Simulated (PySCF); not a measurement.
GaClBr2, SMILES [Cl][Ga]([Br])[Br].

Geometry optimised at B3LYP-D3(BJ)/def2-SVP.

Computed with B3LYP-D3(BJ)/def2-SVP (PySCF 2.14.0).

Frequencies are harmonic and unscaled.

| mode | ν (cm⁻¹) | IR (km/mol) | moving atoms (share of kinetic energy) |
|---|---|---|---|
| 1 | 86 | 2.3 | Br 68 %, Ga 21 %, Cl 10 % |
| 2 | 107 | 4.9 | Cl 63 %, Br 29 %, Ga 8 % |
| 3 | 117 | 7.0 | Ga 70 %, Cl 16 %, Br 13 % |
| 4 | 252 | 3.4 | Br 70 %, Cl 18 %, Ga 12 % |
| 5 | 350 | 66.9 | Ga 64 %, Br 36 % |
| 6 | 439 | 67.0 | Cl 58 %, Ga 40 % |
